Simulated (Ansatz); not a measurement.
Geometry optimisation, RKS B3LYP-D4/def2-SVP in Ansatz 0.2.0.

Input file:

```yaml
crystal:
  periodic: [false, false, false]
  atoms:
    - { symbol: Ge, position_ang: [0.0, 0.0, 0.0] }
    - { symbol: F, position_ang: [0.0, 0.0, 1.68] }
    - { symbol: H, position_ang: [1.4616, 0.0, -0.5162] }
    - { symbol: F, position_ang: [-0.7913, 1.3709, -0.5594] }
    - { symbol: H, position_ang: [-0.73, -1.2648, -0.5162] }
basis:
  gaussian: { orbitals: def2-SVP }
hamiltonian:
  xc: b3lyp
  dispersion: d4
relax:
  f_tol: 0.02
  max_steps: 40
```

Command:

```bash
$ ansatz run input.yaml --threads 1 --pin off --max-ram 2048MiB --backend cpu --events-out ev --progress --plain --runs-dir out
```

Task: Where does it end, and by what steps?

Result: The run converged. After 3 steps the energy has fallen by 0.156 eV; Ge1 moved furthest, 0.08 Å.

| step | energy less start (eV) | largest force component (eV/Å) | accepted |
| --- | --- | --- | --- |
| 0 | 0.0000 | 2.301 | yes |
| 1 | -0.1266 | 0.931 | yes |
| 2 | -0.1442 | 0.220 | yes |
| 3 | -0.1564 | 0.019 | yes |

```xyz
5
Properties=species:S:1:pos:R:3
Ge 0.034 -0.058 -0.047
F -0.001 0.001 1.687
H 1.496 0.053 -0.496
F -0.795 1.378 -0.561
H -0.793 -1.268 -0.496
```

Whether the end is a true minimum wasn't checked by a vibrational analysis.

Run time: 5.4 s on 1 thread of AMD EPYC 9R45 96-Core Processor (Zen 5), with other jobs on the host, peak memory 0.15 GiB.
